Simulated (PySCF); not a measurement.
# Hartree-Fock beside MP2: Al2ClH2O cation

Calculated results; nothing here was measured. The program is PySCF 2.14.0, an open-source quantum chemistry code, run on an isolated molecule that a program drew, which may never have been made. The molecule is Al2ClH2O cation (charge +1, singlet), drawn as the SMILES string `[OH][Al+][AlH][Cl]`.

The geometry was optimised and harmonic frequencies were computed with HF and MP2, all in the cc-pV(D+d)Z basis, for the commonest isotopes, with a restricted reference for singlets and an unrestricted one otherwise, and a frozen core in MP2. Each result is a local minimum of its method.

Geometry at the HF minimum:
```xyz
6
Al2ClH2O cation, angstrom
O    -0.7329   -0.7194    0.1528
Al    0.7029   -1.3778    0.4516
Al    3.1000   -2.4785    0.8952
Cl    3.9650   -2.9042   -0.9286
H    -1.5713   -0.3352   -0.0371
H     3.5444   -2.6626    2.3659
```

Lengths of the bonds as drawn, in Å (atoms numbered as above):
| bond | HF | MP2 |
|---|---|---|
| O1-Al2 | 1.608 | 1.627 |
| Al2-Al3 | 2.675 | 2.670 |
| Al3-Cl4 | 2.063 | 2.064 |
| O1-H5 | 0.942 | 0.959 |
| Al3-H6 | 1.547 | 1.552 |

Rotational constants, in GHz:
| constant | HF | MP2 |
|---|---|---|
| A | 9.79 | 9.589 |
| B | 1.175 | 1.181 |
| C | 1.049 | 1.052 |

Harmonic frequencies in cm^-1, each column in rising order, so a row needn't be the same motion in every method:
| rank | HF | MP2 |
|---|---|---|
| 1 | 70 | 61 |
| 2 | 124 | 104 |
| 3 | 163 | 144 |
| 4 | 285 | 280 |
| 5 | 379 | 300 |
| 6 | 383 | 304 |
| 7 | 430 | ? |
| 8 | 576 | 563 |
| 9 | 607 | 598 |
| 10 | 1062 | 1019 |
| 11 | 2130 | 2086 |
| 12 | 4247 | 3996 |

**Estimate the missing MP2 frequency from the HF column.**

A single factor s that minimises the squared misfit of MP2 against s times HF over the other rows is sum(HF x MP2) / sum(HF^2) = 0.9482, with an rms misfit of 35 cm^-1. For rank 7 it gives 0.9482 x 430 = 408 cm^-1. The calculation gives 418 cm^-1, 10 cm^-1 above the estimate. The drawn bonds are on average 0.6 % longer in MP2 than in HF.
